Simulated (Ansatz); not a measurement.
`[CH3][SbH][CH3]`, charge 0, multiplicity 1.

(1) Give a relaxed structure at PBE0-D4/def2-TZVP (Ansatz 0.2.0). (An estimate is asked.)

## Answers

(1) Ansatz gave: 
```xyz
10

C    -1.3518    0.4895    0.7222
Sb   -0.0946   -1.2379    0.4088
C     1.5272   -0.1306   -0.4891
H    -0.9549    1.0648    1.5594
H    -2.3634    0.1659    0.9678
H    -1.3751    1.1136   -0.1703
H    -0.8131   -1.6301   -1.0981
H     2.0536    0.4168    0.2935
H     2.2243   -0.8222   -0.9625
H     1.1478    0.5702   -1.2318
```
Point group Cs.
This is one stationary point; other conformers may exist.
